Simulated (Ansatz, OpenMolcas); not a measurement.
# Errors in the atomisation enthalpy at 298 K

10 molecules holding Si, Ge, B, Al, Ga, P or As; the atomisation enthalpy at 298 K in kJ/mol, computed less measured. Shapes, held fixed at every level: PBE0-D4/def2-TZVP. Thermal terms are harmonic and unscaled (PBE0-D4/def2-TZVP); the spin-orbit lowering of the free atoms is taken from their spectra. Programs: Ansatz 0.2.0, OpenMolcas 26.06. Measured values: CRC Handbook of Chemistry and Physics, NIST-JANAF tables.

Levels: A = PBE-D4/def2-TZVPP; B = B3LYP/6-31G* (Cartesian functions); C = PBE0-D4/def2-TZVPP.

```csv
molecule,from tabulated heats,A,B,C
AsH3 (arsine),890,-16,-15,-29
B(BO)O (diboron dioxide),2095,+106,+1,0
BBrCl2 (bromodichloroborane),1262,+63,-46,+33
BBrF2 (SMILES FB(F)Br),1661,+57,-5,+3
BCl2F (dichlorofluoroborane),1537,+60,-26,+17
BClF2 (SMILES FB(F)Cl),1736,+60,-5,+6
BF3 (boron trifluoride),1944,+51,+7,-14
B(OH)F2,2280,+66,-14,-7
SiH2Br2 (dibromosilane),1300,-1,-66,-6
SiH2Cl2 (dichlorosilane (DCS)),1449,-12,-88,-18
```

(1) Which level does best on this set, which worst, and which err to one side?

## Answers

(1) 
```json
{"level": "PBE-D4/def2-TZVPP", "kind": "GGA", "mean error": "+43.4", "mean absolute error": "49.2", "worst case": "B(BO)O"}
{"level": "B3LYP/6-31G* (Cartesian functions)", "kind": "global hybrid", "mean error": "-25.7", "mean absolute error": "27.3", "worst case": "SiH2Cl2"}
{"level": "PBE0-D4/def2-TZVPP", "kind": "global hybrid", "mean error": "-1.5", "mean absolute error": "13.3", "worst case": "BBrCl2"}
```

On this set PBE0-D4/def2-TZVPP has the smallest mean absolute error and PBE-D4/def2-TZVPP the largest. PBE-D4/def2-TZVPP is too high in 7 of 10; B3LYP/6-31G* (Cartesian functions) is too low in 8 of 10. The heats of SiH2Cl2 come from older tables and can be uncertain by 10 kJ/mol or more. The molecules' own spin-orbit binding is left out, so errors for heavy halides read too negative. Heats of the atoms come from ATcT where it has them, that of boron, 570 kJ/mol, from recent work. The levels differ in basis as well as in method. With so many references in doubt the order of the levels isn't settled. The tabulated values of B(BO)O, BBrCl2, BBrF2, BCl2F, BClF2, B(OH)F2, SiH2Br2 are in doubt (older tables, estimates, or at odds with other calculations) and kept here. Over the 3 molecules whose values aren't doubted the mean absolute errors are A 26.3; B 36.7; C 20.3. Relativity is left out for As, Br. The set is small.
